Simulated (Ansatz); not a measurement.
Process, species as SMILES: C[SiH](C)O[SiH](Cl)Cl + O (H2O) + 4 [SiH4] (SiH4) -> 2 C[SiH3] [methylsilane] + 2 O[SiH3] [hydroxysilane] + 2 [SiH3]Cl
Geometries: B3LYP-D3(BJ)/def2-TZVP minima from Ansatz (a program for electronic structure), one conformer each, not searched for the lowest.

Quantity: bond separation energy (electronic energy difference), in kcal/mol. Correlated levels leave the core frozen unless marked. No spin-orbit coupling. Non-relativistic unless marked X2C. CBS(X,Y): correlation extrapolated as X^-3; Hartree-Fock from the larger set. [CCSD(T)-MP2]/basis is that difference in the basis named.

```json
[
 {"level": "HF/STO-3G", "program": "Ansatz", "bond separation energy (kcal/mol)": "13.8", "minus last row": "-5.1"},
 {"level": "HF/cc-pV(T+d)Z", "program": "Ansatz", "bond separation energy (kcal/mol)": "13.0", "minus last row": "-5.9"},
 {"level": "PBE-D4/def2-TZVPD", "program": "Ansatz + dftd4", "bond separation energy (kcal/mol)": "20.2", "minus last row": "1.3"},
 {"level": "BLYP-D4/def2-TZVPD", "program": "Ansatz + dftd4", "bond separation energy (kcal/mol)": "21.3", "minus last row": "2.4"},
 {"level": "revPBE-D4/def2-TZVPD", "program": "Ansatz + dftd4", "bond separation energy (kcal/mol)": "21.4", "minus last row": "2.5"},
 {"level": "r2SCAN/def2-TZVPD", "program": "Ansatz", "bond separation energy (kcal/mol)": "18.8", "minus last row": "-0.1"},
 {"level": "PBE0/def2-SVP", "program": "Ansatz", "bond separation energy (kcal/mol)": "18.4", "minus last row": "-0.5"},
 {"level": "r2SCANh/def2-TZVPD", "program": "Ansatz", "bond separation energy (kcal/mol)": "18.6", "minus last row": "-0.3"},
 {"level": "CAM-B3LYP-D4/def2-TZVPD", "program": "Ansatz + dftd4", "bond separation energy (kcal/mol)": "20.1", "minus last row": "1.2"},
 {"level": "B2GP-PLYP-D3(BJ)/def2-TZVPD", "program": "Ansatz + dftd3", "bond separation energy (kcal/mol)": "20.2", "minus last row": "1.3"},
 {"level": "SCS-MP2/cc-pV(D+d)Z", "program": "Ansatz", "bond separation energy (kcal/mol)": "17.9", "minus last row": "-1.0"},
 {"level": "CCSD/cc-pV(T+d)Z", "program": "Ansatz", "bond separation energy (kcal/mol)": "17.9", "minus last row": "-1.0"},
 {"level": "X2C-CCSD(T)/cc-pVTZ-DK", "program": "Ansatz", "bond separation energy (kcal/mol)": "18.9", "minus last row": "0.0"},
 {"level": "CCSD(T) with core electrons (1s frozen past Ne)/cc-pwCVTZ", "program": "Ansatz", "bond separation energy (kcal/mol)": "19.2", "minus last row": "0.3"},
 {"level": "RI-MP2/CBS(cc-pV(T+d)Z,cc-pV(Q+d)Z)+[CCSD(T)-MP2]/cc-pV(T+d)Z", "program": "Ansatz", "bond separation energy (kcal/mol)": "18.9", "minus last row": "0.0"}
]
```
